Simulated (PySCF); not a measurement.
Si2H4O6

The system: Si2H4O6, a molecule drawn as a unit of a network glass or zeolite (built as: Si Si, OH ends, O bridges); neutral, singlet. The structure, one conformer, was relaxed in the gas phase by PBE0-D3(BJ)/def2-SVP. No frequency run checks that it is a minimum.

SMILES: O[Si]1(O)O[Si](O)(O)O1

```xyz
12

O     2.374    0.675   -0.643
Si    1.190   -0.327   -0.138
O     1.883   -1.789    0.114
O    -0.186   -0.325   -1.111
Si   -1.101    0.307    0.153
O    -1.791    1.771   -0.099
O    -2.287   -0.693    0.660
O     0.274    0.305    1.128
H     3.237    0.277   -0.785
H     1.312   -2.509    0.399
H    -1.219    2.489   -0.384
H    -3.148   -0.291    0.801
```
(Å; atoms numbered from 1)

Shieldings: GIAO PBE0/pcSseg-1. Shifts are against computed references at the same level: H TMS (σ 31.27 ppm), Si TMS (σ 352.0 ppm). Core levels by delta-SCF with SCAN, pcX-2 on the ionised atom and pcseg-1 elsewhere, spin-free X2C (2p3/2 is the spin-free 2p value less a third of a first-order spin-orbit splitting); from the vacuum level, for chosen atoms.

(1) Give the NMR and core-level values of the distinct atoms.

(2) Which of O4, O6, O7 holds its core electrons tightest, and by how much against the loosest?

(3) By CAM-B3LYP/def2-SVPD (TDDFT singlets, Tamm-Dancoff triplets, ionisation by delta-SCF), where does absorption start, and what does vertical ionisation take?

## Answers

(1) 
| atoms | bonded to | σ (ppm) | δ (ppm) | core level (eV) |
| --- | --- | --- | --- | --- |
| O1 O7 | 1 Si + 1 H | 294.4 | - | 1s 539.36 |
| Si2 Si5 | 4 O | 415.8 | -63.8 | 2p3/2 109.00 |
| O3 O6 | 1 Si + 1 H | 287.5 | - | 1s 539.40 |
| O4 O8 | 2 Si | 195.1 | - | 1s 538.05 |
| H9 H12 | 1 O | 29.04 | 2.23 | - |
| H10 H11 | 1 O | 29.15 | 2.12 | - |

Values are those of this one static structure; atoms that internal rotation interchanges would show their mean in an NMR spectrum.

(2) O6 (bonded to 1 Si + 1 H), by 1.34 eV over O4 (bonded to 2 Si).

(3) The first singlet with intensity lies at 8.09 eV (f 0.039); what lies below it is dark. The lowest singlet lies at 7.59 eV (f 0.000), the strongest of the first 6 at 8.70 eV (f 0.086), the lowest triplet at 7.36 eV; vertical ionisation takes 11.45 eV.
